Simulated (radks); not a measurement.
Results of a calculation; reference values are marked as such.
Task: These are the eigenvalues of the occupied orbitals of an atom or ion with whole-number occupations (eV). Level of theory: scalar-relativistic Kohn-Sham, PBEsol, spin-polarised, spherical densities, finite nucleus; Fermi nuclear charge, rms radius of each element as measured or else 0.836 A^(1/3) + 0.57 fm (a radial shooting solver on a logarithmic mesh with Libxc functionals).

| orbital | eigenvalue |
|---|---|
| 1s up | -1403.797 |
| 1s down | -1398.598 |
| 2s up | -198.4035 |
| 2s down | -187.5346 |
| 2p up | -168.5878 |

Which element is it, and in what charge state? The configuration may be excited. Open shells, if any, are filled with parallel spins first.

Result: Z = 12, magnesium, charge +5: Mg5+ in [He] 2s2 2p3. The list shows which subshells hold electrons but not how many an open one holds; the 1s level, -51.589 hartree, gives Z - s = 10.2 by -(Z - s)^2/2, which with screening and relativity narrows Z to a few neighbours, and the depths of the outer levels then fix element, charge and occupations together.
